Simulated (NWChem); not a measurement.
# vinylene carbonate (C$_{3}$H$_{2}$O$_{3}$); SMILES c1oc(oc1)=O

Program: NWChem. Coordinates come from a PBE-D3(BJ)/def2-SVP optimisation. Level: M05-2X/def2-SVP with SMD (1 M gas to 1 M solution), gas-phase geometry.

Problem. Among these, which solvent gives the highest value of “cavity-dispersion-structure term (kcal/mol)”?
(A) water
(B) dichloromethane
(C) cyclohexane
(D) acetonitrile

Solution. A, water. Values: cyclohexane 0.1; acetonitrile 1.1; dichloromethane 1.4; water 5.5
